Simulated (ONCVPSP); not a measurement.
# Cutoff test, Zr (Z = 40), ONCV

Zr, optimised norm-conserving Vanderbilt (ONCV), made with ONCVPSP 4.0.1 (PBE, scalar-relativistic). Core [Ar] 3d10, reference 4s2 4p6 4d2 5s1 (charge +1). Waves: 4s+5s: rc 1.90 bohr, ncon 4, nbas 8, qcut 5 1/bohr, 2 projectors; 4p: rc 1.75 bohr, ncon 5, nbas 10, qcut 8.2 1/bohr, 2 projectors, debl 2.1 Ha; 4d: rc 2.15 bohr, ncon 4, nbas 8, qcut 8.5 1/bohr, 2 projectors, debl 1.3 Ha. Local part: polynomial inside 1.40 bohr (lpopt 5, dvloc0 -1 Ha). Core correction: Teter function, fcfact 3.5, rcfact 1.7.

Question: For each optimised wave give the share of its norm inside rc, the residual kinetic energy above qcut (Ha) and the cutoffs (Ha) for errors of 10, 1, 0.1 and 0.01 mHa per electron.

Answer:

```csv
wave,norm inside rc,residual KE,10 mHa,1 mHa,0.1 mHa,0.01 mHa
4s,0.935,2.4e-04,6.4,10.4,25.2,49.2
5s,0.067,2.1e-04,3.4,10.1,14.9,51.8
4p,0.800,2.2e-06,14.4,22.1,27.1,30.9
p projector 2,0.058,1.3e-06,7.1,19.6,25.9,30.2
4d,0.588,2.7e-09,11.5,16.3,20.9,24.8
d projector 2,0.102,1.5e-09,11.4,16.3,21.0,25.0
```

The occupied waves need 22 Ha and 27 Ha for 1 and 0.1 mHa. Note: no bound ghost flagged; GHOST(+) flagged for s at 113.0 eV.
